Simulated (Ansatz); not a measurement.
Cl2FH5N2Si2 (`N[SiH](F)[Si](N)(Cl)Cl`). The species carries charge 0 and has multiplicity 1.

Cartesian coordinates in Å:
```
N -1.9730 -0.3453 1.1478
Si -0.6047 -1.0092 0.4100
F -0.8765 -1.7445 -0.9997
Si 0.8346 0.7519 -0.1222
N 1.8458 0.3316 -1.4134
Cl 2.0389 1.2964 1.4461
Cl -0.3750 2.4029 -0.4876
H -2.6114 -0.8773 1.7144
H -2.3475 0.5466 0.8689
H -0.0438 -2.0517 1.3001
H 2.6417 0.8908 -1.6757
H 1.4708 -0.1921 -2.1887
```

Problem. Give the diagnostics of a CCSD(T)/def2-TZVPP run (frozen core, the Gaussian-basis code of Ansatz). (An estimate is asked.)

Solution. The calculation gave: T1 = 0.0109, largest single amplitude 0.013, largest double 0.018, (T) share of the correlation energy 3.8 %, 9 CCSD cycles. The RHF solution is stable towards an unrestricted one. T1 lies under the customary mark of 0.02 for closed shells.
